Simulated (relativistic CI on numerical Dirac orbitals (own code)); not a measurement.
Crystal-field levels of Ta2+, 5d3

Calculated by Dirac-Coulomb-Breit CI, separate exchange-only KLI orbitals for each configuration, QED by a radiative potential, valence Slater integrals scaled by 0.7, one configuration in a parametric crystal field (own radial code).

Field parameters in Wybourne normalisation: D4h B²₀ = −7Ds, B⁴₀ = 21(Dq − Dt), B⁴₄ = 21√(5/14) Dq. The field is a parameter set, without covalency.

S and J are read from ⟨S²⟩ = S(S + 1) and ⟨J²⟩ = J(J + 1) of each level; they are not fictitious spins.

D4h, 10Dq = 18750, Ds = -1500, Dt = 310 cm⁻¹, the lowest 10 levels:

| E (cm⁻¹) | Degeneracy | Irrep | S | J |
| --- | --- | --- | --- | --- |
| 0.0 | 2 | Γ6 | 1.45 | 3.23 |
| 108 | 2 | Γ7 | 1.48 | 3.22 |
| 4971 | 2 | Γ6 | 0.61 | 3.63 |
| 6635 | 2 | Γ7 | 0.54 | 3.95 |
| 8925 | 2 | Γ7 | 0.57 | 3.96 |
| 9228 | 2 | Γ6 | 0.59 | 3.75 |
| 9897 | 2 | Γ6 | 0.54 | 3.80 |
| 14733 | 2 | Γ7 | 0.77 | 3.47 |
| 15266 | 2 | Γ6 | 1.46 | 2.86 |
| 15537 | 2 | Γ6 | 1.45 | 3.11 |

Principal g values of the ground doublet: 0.07, 0.07, 5.00.

D4h, 10Dq = 18750, Ds = -1090, Dt = 310 cm⁻¹, the lowest 16 levels:

```tsv
E (cm⁻¹)	Degeneracy	Irrep	S	J
0.0	2	Γ6	1.47	3.23
61.4	2	Γ7	1.48	3.22
5924	2	Γ6	0.59	3.66
7539	2	Γ7	0.53	3.94
8935	2	Γ7	0.57	3.96
9181	2	Γ6	0.58	3.77
9844	2	Γ6	0.54	3.78
14636	2	Γ7	0.75	3.50
15871	2	Γ7	1.34	3.26
16004	2	Γ6	1.46	3.04
16096	2	Γ6	1.43	3.22
16497	2	Γ7	1.38	3.55
17032	2	Γ7	0.87	3.74
17767	2	Γ6	0.93	3.73
18829	2	Γ7	1.43	2.77
19642	2	Γ6	1.23	3.42
```

Principal g values of the ground doublet: 0.06, 0.06, 5.09.

D4h, 10Dq = 18750, Ds = -680, Dt = 310 cm⁻¹, the lowest 10 levels:

```
E (cm⁻¹)  Degeneracy  Irrep     S     J
     0.0           2     Γ6  1.47  3.24
    30.1           2     Γ7  1.48  3.22
    6852           2     Γ6  0.57  3.71
    8327           2     Γ7  0.53  3.89
    8955           2     Γ7  0.58  3.99
    9143           2     Γ6  0.57  3.78
    9812           2     Γ6  0.55  3.74
   14521           2     Γ7  0.77  3.51
   15663           2     Γ7  1.10  3.42
   16327           2     Γ6  1.31  3.47
```

Principal g values of the ground doublet: 0.05, 0.05, 5.13.

D4h, 10Dq = 18750, Ds = -270, Dt = 310 cm⁻¹, the lowest 10 levels:

```csv
E (cm⁻¹),Degeneracy,Irrep,S,J
0.0,2,Γ6,1.48,3.24
7.7,2,Γ7,1.48,3.22
7699,2,Γ6,0.57,3.79
8808,2,Γ7,0.55,3.77
9071,2,Γ7,0.56,4.08
9114,2,Γ6,0.56,3.78
9799,2,Γ6,0.55,3.68
14433,2,Γ7,0.79,3.53
15213,2,Γ7,0.95,3.51
16012,2,Γ6,0.91,3.64
```

Principal g values of the ground doublet: 0.05, 0.05, 5.16.

D4h, 10Dq = 18750, Ds = 140, Dt = 310 cm⁻¹, the lowest 10 levels:

| E (cm⁻¹) | Degeneracy | Irrep | S | J |
| --- | --- | --- | --- | --- |
| 0.0 | 2 | Γ7 | 1.48 | 3.21 |
| 8.7 | 2 | Γ6 | 1.48 | 3.24 |
| 8374 | 2 | Γ6 | 0.58 | 3.90 |
| 8865 | 2 | Γ7 | 0.58 | 3.85 |
| 9125 | 2 | Γ6 | 0.54 | 3.78 |
| 9285 | 2 | Γ7 | 0.53 | 3.96 |
| 9818 | 2 | Γ6 | 0.55 | 3.60 |
| 14460 | 2 | Γ7 | 0.86 | 3.58 |
| 14818 | 2 | Γ7 | 0.91 | 3.50 |
| 15440 | 2 | Γ6 | 0.75 | 3.67 |

Principal g values of the ground doublet: 1.68, 3.38, 3.38.

The free-ion ground term has S = 3/2. Every field shown keeps that spin.

Levels of this model without a field, named by their leading LS term (the scale mimics covalency, so terms lie below those of the real free ion): 4F_3/2 0, 4F_5/2 1877, 4F_7/2 3829, 4F_9/2 5599, 4P_3/2 8168, 4P_1/2 8826, 2G_7/2 10505, 2H_9/2 10895 cm⁻¹.
